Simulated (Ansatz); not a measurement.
Reaction (ligand exchange at the Al–C bond): `FC#[C][AlH2]` + HBr → `[AlH2][Br]` + `C#CF`

Program: Ansatz. Geometries: PBE0-D4/def2-TZVP. ΔE: electronic, gas phase. CCSD(T)/CBS adds triple-zeta CCSD(T) − MP2 to the extrapolated MP2 energy (def2 sets, frozen cores). This one scheme is used for every species. DFT in def2-TZVPP. For Br outer-core shells are correlated without core-valence functions, which leaves a few kJ/mol of doubt a bond. Scalar relativity is left out up to krypton.

CCSD(T)/CBS gives -22.6 kcal/mol.

Q: Another level gave -22.0 kcal/mol. Which?
A. BLYP-D4/def2-TZVPP
B. BHLYP-D4/def2-TZVPP
C. CCSD/def2-TZVPP
D. HF/def2-TZVPP

A: C. CCSD/def2-TZVPP -22.0, BHLYP-D4 -23.3, HF/def2-TZVPP -24.5, BLYP-D4 -20.5 kcal/mol.

Largest T1 diagnostic among the species: 0.013.

At CCSD(T), def2-SVP lies +1.1 kcal/mol from the extrapolated value and def2-TZVPP +1.2 kcal/mol. From BLYP to BHLYP (50 % exact exchange), in def2-TZVPP and without D4, ΔE moves by −2.5 kcal/mol. In def2-TZVPP, CCSD(T) changes the Hartree–Fock value by +3.2 kcal/mol (the triples alone add +0.6 kcal/mol) and MP2 by +2.6 kcal/mol.
